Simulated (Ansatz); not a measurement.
The cluster Al₂Ga₂As₄. Charge 0, multiplicity 1. Geometry PBE-D4/def2-SVP; atoms count from 1.

```xyz
8

Al   -1.1000   -0.1655    1.4203
Al    0.2451   -1.5224   -0.5582
Ga   -1.2425    1.4605   -2.1165
Ga    2.2443   -0.6637    1.2214
As   -1.8011    1.8366    0.4528
As    1.0618   -0.0027   -2.1109
As   -0.1400   -2.3375    1.6477
As    0.7325    1.3946    0.0433
```

Another isomer (singlet) lies 0.17 eV lower at PBE0-D4/def2-TZVP; other spin states weren't run for this one.

(1) Estimate the Mulliken populations from the PBE0/def2-TZVP orbitals of Ansatz.

(2) And the Mayer bond orders between heavy atoms (over 0.3)?

Results:

(1) 
```tsv
atom	charge (e)
Al1	0.23
Al2	0.21
Ga3	0.30
Ga4	0.25
As5	-0.24
As6	-0.22
As7	-0.27
As8	-0.26
```
Mulliken values depend strongly on the basis.

(2) Al1–As5 1.26 (2.33 Å); Al1–As7 1.12 (2.39 Å); Al1–As8 0.46 (2.77 Å); Al2–As6 1.29 (2.32 Å); Al2–As7 1.12 (2.38 Å); Al2–As8 0.33 (3.02 Å); Ga3–As5 0.55 (2.66 Å); Ga3–As6 0.47 (2.73 Å); Ga4–As7 0.45 (2.94 Å); Ga4–As8 0.39 (2.81 Å); As5–As8 0.83 (2.60 Å); As6–As8 0.83 (2.59 Å).
